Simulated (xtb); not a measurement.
BCl2Br, SMILES ClB(Br)Cl. All values are semi-empirical tight-binding results from xtb (GFN2-xTB unless named), good for trends rather than for accurate numbers. Coordinates come from a GFN2-xTB optimisation.

Optimised geometry:

```xyz
4

B      0.0000     0.0000     0.4945
Cl     0.0000    -1.4937     1.3544
Cl     0.0000     1.4937     1.3544
Br     0.0000     0.0000    -1.3864
```

Computed properties:
```yaml
point_group_as_xtb_finds_it: C2v
orbital_gap: 4.20 eV
zero_point_energy: 3.7 kcal/mol
G − E(el) at 298.15 K (modified RRHO): -15.0 kcal/mol
static polarisability (D4 model): 60.6 bohr³
solvation energy, GFN2-xTB/ALPB(water): -0.3 kcal/mol
solvation energy, GFN2-xTB/ALPB(dmf): -5.0 kcal/mol
```

Computed atomic charges and the Wiberg bond orders between heavy atoms:
charges (e) B1 0.46, Cl2 -0.18, Cl3 -0.18, Br4 -0.11. Bond orders B1–Cl2 1.15, B1–Cl3 1.15, B1–Br4 1.13.
